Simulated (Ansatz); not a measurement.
System: C4H4N2, charge 0, singlet. C4H4N2 (pyrimidine, SMILES c1cncnc1).
B3LYP-D3(BJ)/def2-TZVP minimum from Ansatz (a quantum-chemistry and plane-wave program):
```xyz
10

C     -1.3467     0.0851     0.0034
C     -0.6939    -1.1388    -0.0198
N      0.6354    -1.2334    -0.0234
C      1.3050    -0.0825    -0.0033
N      0.7857     1.1436     0.0198
C     -0.5450     1.2171     0.0229
H     -2.4257     0.1533     0.0062
H     -1.2483    -2.0713    -0.0360
H      2.3875    -0.1509    -0.0061
H     -0.9774     2.2120     0.0417
```

Atomisation energy term by term, kcal/mol (programs: Ansatz). Open shells are spin-unrestricted; no spin-orbit coupling. Cores are frozen in correlated methods. Rows without X2C or -DK are non-relativistic. CBS(X,Y): correlation extrapolated as X^-3, Hartree-Fock from the larger set. A bracket is a step between two methods taken in the basis named. 'core' is core correlation in cc-pwCVTZ, 'X2C' scalar relativity in cc-pVTZ-DK, both at CCSD(T). Where a partner has so few electrons that a lower coupled-cluster level is exact, that level stands in. The restricted determinant of C4H4N2 (c1cncnc1, singlet) is unstable towards broken spin symmetry in at least one set run.

```csv
term,basis,kcal/mol
Hartree-Fock,cc-pVQZ,763.50
CCSD correlation,"CBS(cc-pVTZ,cc-pVQZ)",313.54
(T),"CBS(cc-pVTZ,cc-pVQZ)",29.38
CCSDT(Q) - CCSD(T),cc-pVDZ,0.92
core correlation,cc-pwCVTZ,5.68
scalar relativity,"X2C, cc-pVTZ-DK",-1.04
sum: De,,1112.0
```
